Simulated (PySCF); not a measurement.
## How methods differ on the excitation energy of Ho²⁺

Ho²⁺ [Xe] 4f11 (high-spin determinant) → Ho²⁺ [Xe] 4f10 5d1 (high-spin determinant), as a difference of total energies. Computed with PySCF 2.14 in cc-pVDZ-X2C (8s7p5d3f1g, 84 functions), with the spin-free X2C one-electron Hamiltonian (Gaussian nucleus). Correlated levels: valence: [Kr] 4d10 frozen. The calculations carry no spin-orbit coupling.

```json
{"method": "UHF", "excitation energy (eV)": "-0.906"}
{"method": "MP2 (valence)", "excitation energy (eV)": "2.614"}
{"method": "SCS-MP2 (valence)", "excitation energy (eV)": "2.337"}
{"method": "CCSD (valence)", "excitation energy (eV)": "1.558"}
{"method": "CCSD(T) (valence)", "excitation energy (eV)": "1.740"}
```

Problem. How much does correlation contribute at CCSD(T) (valence)?

Solution. 1.740 − (-0.906) = 2.646 eV, measured against UHF.

A first-order spin-orbit estimate (lowest level to lowest level, LS coupling) adds 0.113 eV.

The determinant of the lower state and of the upper state mixes LS terms, which raises its energy above the lowest term, most at the Hartree-Fock and MP2 levels.
